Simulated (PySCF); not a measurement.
Ionisation energy of Kr+ by level of theory

Kr+ [Ar] 3d10 4s2 4p5 (2P) → Kr(2+) [Ar] 3d10 4s2 4p4 (3P), as a difference of total energies. All numbers are calculated (PySCF 2.14, the spin-free X2C one-electron Hamiltonian (Gaussian nucleus), in x2c-QZVPPall). Correlated levels: valence: [Ar] 3d10 frozen; valence and next inner shell: [Ne] frozen. The calculations carry no spin-orbit coupling.

| method | ionisation energy (eV) | plus first-order spin-orbit estimate | error of that sum (eV) |
| --- | --- | --- | --- |
| UHF | 23.227 | 23.203 | -1.157 |
| LDA | 24.622 | 24.598 | +0.238 |
| PBE | 24.304 | 24.281 | -0.079 |
| PBE0 | 24.342 | 24.319 | -0.041 |
| r2SCAN | 24.422 | 24.398 | +0.038 |
| CAM-B3LYP | 24.471 | 24.448 | +0.088 |
| M06 | 24.184 | 24.161 | -0.199 |
| revPBE | 24.229 | 24.205 | -0.155 |
| B2PLYP | 24.303 | 24.279 | -0.081 |
| ROHF | 23.244 | 23.220 | -1.140 |
| MP2 (valence) | 24.184 | 24.161 | -0.199 |
| SCS-MP2 (valence) | 24.202 | 24.178 | -0.182 |
| MP2 (valence and next inner shell) | 24.305 | 24.281 | -0.079 |
| SCS-MP2 (valence and next inner shell) | 24.284 | 24.261 | -0.099 |

Reference: 24.360 eV (measured; NIST Atomic Spectra Database, ionization energies).

A first-order spin-orbit estimate (lowest level to lowest level, LS coupling) adds -0.023 eV.

Errors of the correlated levels include the incompleteness of this basis and the frozen core.
